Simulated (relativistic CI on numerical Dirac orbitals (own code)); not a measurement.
## Slater and spin-orbit integrals, Hg28+

Calculated at this level of theory: Dirac-Coulomb-Breit CI, orbitals from a KLI potential per configuration, model QED, unscaled Slater integrals (own radial code, finite nucleus).

Slater integrals F^k, G^k are unscaled and averaged over j, outside the closed core [Ar] 3d10 4p6 4d10; ζ comes from projecting the Hamiltonian with its Breit term on Σ l·s of the shell.

- 4s²4f⁶: F^2(4f,4f) = 258970, F^4(4f,4f) = 168380, F^6(4f,4f) = 123000, ζ(4f) = 12347 cm⁻¹; <r>(4f) = 0.4026, <r^2>(4f) = 0.1864 (bohr units).
- 4s²4f⁵5s: F^2(4f,4f) = 261580, F^4(4f,4f) = 170190, F^6(4f,4f) = 124350, ζ(4f) = 12635, G^3(4f,5s) = 36507 cm⁻¹; <r>(4f) = 0.3992, <r^2>(4f) = 0.1832, <r>(5s) = 0.721, <r^2>(5s) = 0.5793 (bohr units).
- 4s²4f⁴5s²: F^2(4f,4f) = 264410, F^4(4f,4f) = 172150, F^6(4f,4f) = 125820, ζ(4f) = 12926 cm⁻¹; <r>(4f) = 0.3956, <r^2>(4f) = 0.1797 (bohr units).

Averages of the first 6 configurations, taken without configuration mixing, which lowers the lowest level and can move excited configurations by several eV; other configurations of the list can lie among them:

```tsv
Configuration	Parity	States	Average energy above the lowest level (eV)
4s²4f⁶	even	3003	30.4
4s²4f⁵5s	odd	4004	170.0
4s²4f⁴5s²	even	1001	320.9
4s4f⁷	odd	6864	748.7
4s²4f⁵6s	odd	4004	491.6
4f⁸	even	3003	1469.6
```
